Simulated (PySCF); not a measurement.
Core-level binding energies of `C=[C](C)[Ge@H]([CH3])[SiH3]`

Species: C₄H₁₂GeSi.
Cartesian coordinates in Å at the PBE0-D3(BJ)/def2-SVP level; atoms count from 1:
```xyz
18
C4H12GeSi angstrom
C     -1.528   -1.874    1.189
C     -1.051   -1.011    0.284
C     -1.518   -0.994   -1.142
Ge     0.318    0.288    0.800
C     -0.292    2.103    0.379
Si     2.331   -0.182   -0.396
H     -2.290   -2.618    0.923
H     -1.184   -1.876    2.228
H     -0.677   -1.140   -1.841
H     -2.264   -1.781   -1.337
H     -1.971   -0.023   -1.403
H      0.569    0.151    2.319
H     -0.486    2.201   -0.699
H      0.467    2.846    0.663
H     -1.222    2.323    0.924
H      2.081   -0.109   -1.871
H      2.836   -1.554   -0.076
H      3.401    0.809   -0.060
```

Method used: PySCF, delta-SCF UKS SCAN, pcX-2 on the ionised atom, pcseg-1 elsewhere, spin-free X2C. Each binding energy is the total energy of the core-ionised species, with the hole localised on one atom, minus that of the ground state; both are solved self-consistently, so orbital relaxation is included.

Question: Give the core binding energies atom by atom.

Answer: 
```csv
atom(s),bonded to,level,binding energy (eV),2p1/2 (eV),above the level's lowest (eV),count
Si6,3 H and Ge,Si 2p3/2,106.20,106.82,0.00,1
C1,C (double bond) and 2 H,C 1s,289.75,–,0.00,1
C2,"C (double bond), C and Ge",C 1s,289.98,–,+0.23,1
C5,3 H and Ge,C 1s,290.04,–,+0.29,1
C3,C and 3 H,C 1s,290.69,–,+0.94,1
Si6,3 H and Ge,Si 1s,1845.92,–,0.00,1
```

Lowest listed C 1s: C1, bonded to C (double bond) and 2 H. Highest, 0.94 eV above it: C3, bonded to C and 3 H. The widest gap between neighbouring values is 0.65 eV, between 290.04 and 290.69 eV.

Question: Which photon wavelength matches the C 1s of C5 threshold?

Answer: λ = hc/E = 12398.42 eV Å / 290.04 eV = 42.747 Å.

Question: Express the binding energy of C 1s of C5 in atomic units and per mole.

Answer: 290.04 eV = 10.6588 Eh = 27985 kJ/mol.

Spin contamination (⟨S²⟩ against 0.75 for a pure doublet) is marked for C 1s of C2 (0.86), which makes this value less certain. For 2p shells one spin-free hole was relaxed; a mean-field spin–orbit operator and the ground-state splitting of the three 2p orbitals were then diagonalised within the shell. The shell's mean is (2 × 2p3/2 + 2p1/2)/3, and the degeneracies 2j + 1 give areas of 2:1. 2p1/2 minus 2p3/2 (ligand field included): Si 0.62 eV. No level of germanium is listed. Isolated species at its PBE0-D3(BJ)/def2-SVP geometry (one conformer only).
